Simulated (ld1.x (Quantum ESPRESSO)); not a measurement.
**Scattering properties, TM potential for Sb**

Sb, norm-conserving Troullier–Martins (Kleinman–Bylander form), made with ld1.x (Quantum ESPRESSO) 7.5 (PBEsol, scalar-relativistic). Core [Ar] 3d10 4s2, reference 4p6 4d10 5s2 5p3. Waves: 5s (bound): rc 2.05 bohr; 4p (bound): rc 1.00 bohr; 4f channel at 0.1 Ry: rc 2.25 bohr; 4d (bound): rc 1.35 bohr. Local part: the d channel. Core correction: a·sin(br)/r model core inside 0.90 bohr.

Occupied shells without a wave of their own: 5p. They enter only through the test configuration that unscreens the potential, and ld1.x also counts them in the model core charge.

The phase is arctan(r·u′/u) with u = r·R(r), unwrapped; energies in Ry, scanned from -9 to 5 Ry. A pole is an energy at which the radial function vanishes at the test radius. The pseudo phase is shifted by a multiple of π to meet the all-electron one at the reference energy, and phase errors are pseudo minus all-electron; the curves can meet again beyond the range given. Levels narrower than the energy grid can be missing from the lists of poles.

Q: For each channel, where are the poles, and over which energies does the pseudopotential scatter like the atom?

A:

```
channel  radius (bohr)  reference energy (Ry)  poles, all-electron  poles, pseudo  unbroken range about the reference energy with phases within 0.05 rad  phase error 1 Ry above the reference energy (rad)
      s           2.46                  -0.95                 0.64           0.58                                                              below 2.2                                             -0.004
      p           2.46                  -7.47          -7.46, 2.05    -7.46, 2.02                                                        the whole range                                             +0.000
      d           2.46                  -2.46          -2.38, 4.54    -2.38, 4.56                                                        the whole range                                             +0.000
      f           2.46                   0.10                 2.73           2.98                                                              below 1.4                                             +0.010
```

Note: ghost state, extra bound levels that the all-electron valence spectrum of the same l lacks: s at -201.8 eV. A true bound ghost makes a file unfit for plane-wave use. ld1.x takes every shell without a wave as core, so the model core holds the 5p electrons as well and exchange and correlation see them twice. This cancels in the reference configuration, but the file is broken for other ones, and its errors say nothing about a proper core correction.

Phases in the s channel:

| E (Ry) | all-electron | pseudo |
| --- | --- | --- |
| -9.00 | 1.423 | 1.423 |
| -8.52 | 1.418 | 1.418 |
| -8.04 | 1.413 | 1.412 |
| -7.56 | 1.407 | 1.406 |
| -7.08 | 1.399 | 1.399 |
| -6.60 | 1.391 | 1.391 |
| -6.12 | 1.382 | 1.381 |
| -5.64 | 1.371 | 1.370 |
| -5.16 | 1.358 | 1.357 |
| -4.68 | 1.341 | 1.340 |
| -4.20 | 1.320 | 1.319 |
| -3.72 | 1.292 | 1.291 |
| -3.24 | 1.253 | 1.251 |
| -2.76 | 1.191 | 1.189 |
| -2.28 | 1.080 | 1.078 |
| -1.80 | 0.826 | 0.822 |
| -1.32 | 0.033 | 0.029 |
| -0.84 | -0.993 | -0.993 |
| -0.36 | -1.344 | -1.346 |
| 0.12 | -1.486 | -1.490 |
| 0.60 | -1.565 | -1.573 |
| 1.08 | -1.621 | -1.634 |
| 1.56 | -1.667 | -1.689 |
| 2.04 | -1.712 | -1.750 |
| 2.52 | -1.760 | -1.837 |
| 3.00 | -1.821 | -2.006 |
| 3.48 | -1.909 | -2.562 |
| 3.96 | -2.058 | -3.970 |
| 4.44 | -2.371 | -4.438 |
| 4.92 | -3.099 | -4.590 |
